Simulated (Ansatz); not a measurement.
Molecule: diisocyanatosilane, C2H2N2O2Si (charge 0, singlet). 
Geometry from a B3LYP-D3(BJ)/def2-TZVP (Ansatz, a first-principles code) optimisation:
```xyz
9

O     -2.9947     1.1583     0.7579
C     -2.1687     0.3710     0.5183
N     -1.3396    -0.4577     0.2867
Si     0.0445    -1.3168    -0.2116
N      1.3637    -0.2557    -0.4014
C      2.1340     0.6565    -0.3532
O      2.9038     1.5318    -0.3256
H     -0.2313    -1.9517    -1.5085
H      0.3752    -2.3061     0.8242
```

Total electronic energies in hartree. Cores are frozen in the correlated levels unless marked. Spin-orbit coupling is left out. No relativistic terms. CBS marks a two-point X^-3 extrapolation of the correlation energy; Hartree-Fock from the larger set. The bracket is a focal-point correction in the basis named.

```tsv
level	program	energy (Eh)
HF/cc-pV(T+d)Z	Ansatz	-624.71005
SVWN5/def2-TZVPD	Ansatz	-623.33483
LC-wPBE-D3(BJ)/def2-TZVPD	Ansatz + dftd3	-626.78594
wB97X-V/def2-TZVPD	Ansatz	-626.94365
SCS-MP2/aug-cc-pV(Q+d)Z	Ansatz	-626.06105
CCSD(T)/6-31G*	Ansatz	-625.57485
CCSD(T)/aug-cc-pV(T+d)Z	Ansatz	-626.04264
RI-MP2/CBS(cc-pV(T+d)Z,cc-pV(Q+d)Z)+[CCSD(T)-MP2]/cc-pV(Q+d)Z	Ansatz	-626.1936
CCSD(T)/CBS(aug-cc-pV(T+d)Z,aug-cc-pV(Q+d)Z)	Ansatz	-626.1904
```

Totals of different functionals don't rank their quality; only differences between species are comparable.
